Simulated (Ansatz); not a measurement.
System: C4H10B, net charge 0, doublet state. It need not be the lowest isomer of its formula. 
Geometry from a B3LYP-D3(BJ)/def2-TZVP (Ansatz, an electronic-structure program) optimisation:
SMILES: [CH2]B(C)CC
```xyz
15

C     -1.6792    -1.2613    -0.1205
B     -0.5835    -0.1810    -0.1108
C     -0.8994     1.2790    -0.6005
C      0.8523    -0.5878     0.4045
C      1.9504     0.4769     0.4035
H     -1.5083    -2.2831     0.2090
H     -2.6948    -1.0735    -0.4574
H     -0.2322     1.5587    -1.4245
H     -0.6810     2.0049     0.1917
H     -1.9276     1.4363    -0.9296
H      1.1780    -1.4605    -0.1801
H      0.7312    -0.9973     1.4183
H      2.1321     0.8602    -0.6030
H      1.6773     1.3313     1.0267
H      2.8980     0.0866     0.7807
```
Charge 0, spin multiplicity 2.

Quantity: atomisation energy (electronic, to ground-state atoms), in eV. Correlated levels leave the core frozen unless marked. UHF or UKS for open shells. Spin-orbit coupling is left out. Non-relativistic. The coupled-cluster limit lacks core correlation, which all-electron functionals hold. CBS(X,Y): correlation extrapolated as X^-3; Hartree-Fock from the larger set.

```
level                          program  atomisation energy (eV)
----------------------  --------------  -----------------------
HF/cc-pVDZ                      Ansatz                    46.26
PBE0-D3(BJ)/def2-TZVPD  Ansatz + dftd3                    60.91
PBE0/def2-TZVPD                 Ansatz                    60.66
BHLYP/def2-TZVPD                Ansatz                    59.18
HSE06-D4/def2-TZVPD     Ansatz + dftd4                    60.93
HSE06/def2-TZVPD                Ansatz                    60.72
B2PLYP/def2-TZVPD               Ansatz                    59.70
```

Question: Predict the CCSD(T)/CBS(cc-pVTZ,cc-pVQZ) result (Ansatz).

Answer: 60.19 eV
